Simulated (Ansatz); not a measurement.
This geometry of AlFH4N2 + H2 (10 atoms, charge 0, multiplicity 1) is a first-order saddle point.

Computed with RKS LDA/6-31G* in Ansatz.

```xyz
10
Properties=species:S:1:pos:R:3
Al 0.061 0.749 -0.410
H -0.162 -0.296 1.682
N 1.626 0.075 -0.864
H 1.720 -0.690 -1.532
H 2.534 0.460 -0.603
N -1.457 0.028 -0.998
H -1.994 -0.629 -0.430
H -2.096 0.554 -1.596
F 0.109 2.175 0.450
H -0.203 0.472 1.783
```

(1) Which two structures does it join? (They come from a converged band through this point; their orientation in space is the band's.)

(2) How far does it lie above each of them?

## Answers

(1) No bond is made or broken.

First end point:

```xyz
10
Properties=species:S:1:pos:R:3
Al 0.064 0.760 -0.365
H -0.309 -0.337 1.714
N 1.616 0.186 -0.983
H 1.753 -0.682 -1.501
H 2.494 0.694 -0.878
N -1.463 -0.003 -0.833
H -2.363 0.252 -0.425
H -1.597 -0.493 -1.719
F 0.074 2.123 0.587
H -0.132 0.397 1.885
```

Last end point:

```xyz
10
Properties=species:S:1:pos:R:3
Al -0.012 0.737 -0.441
H 0.078 -0.225 2.043
N 1.567 0.105 -0.912
H 1.722 -0.607 -1.626
H 2.452 0.476 -0.569
N -1.537 0.067 -1.027
H -1.624 -0.768 -1.607
H -2.450 0.483 -0.845
F -0.073 2.091 0.523
H 0.014 0.539 1.943
```

(2) 0.125 eV above the first and 0.125 eV above the second. This is the barrier of this one path; another mechanism may lie lower.

Run time: 3.6 min on 1 thread of Arm Neoverse V1, on a shared host, peak memory 0.11 GiB.
